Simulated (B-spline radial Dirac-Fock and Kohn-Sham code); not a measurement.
**Ir⁴⁺: scattering cross sections and density moments**

System: iridium as Ir⁴⁺, configuration [Xe] 4f14 5d5.

The computed values come from an atomic code on a B-spline grid: Dirac-Fock densities.

```
Sum of ⟨r⟩                          : 35.63 bohr
Sum of ⟨r²⟩                         : 33.05 bohr²
Sum of ⟨1/r⟩                        : 579.95 per bohr
Langevin diamagnetic susceptibility : -26.2 × 10⁻⁶ cm³/mol
Lamb shielding (α²/3)Σ⟨1/r⟩         : 10290 ppm
```

Coherent scattering is the Thomson cross section weighted by f₀², without anomalous dispersion; incoherent scattering is Klein-Nishina weighted by S. The Lamb formula is the non-relativistic shielding expression. Electron correlation is left out.

```tsv
hν (keV)	coherent (b)	incoherent (b)	incoherent per electron (b)
1	3470	0.5085	0.00697
2	3271	1.765	0.0242
5	2440	6.363	0.0872
10	1480	12.72	0.174
17.4793	808.4	18.83	0.258
20	684.2	20.37	0.279
200	18.02	27.49	0.377
500	3.264	20.60	0.282
```

Incoherent scattering overtakes coherent scattering between 20 and 200 keV.
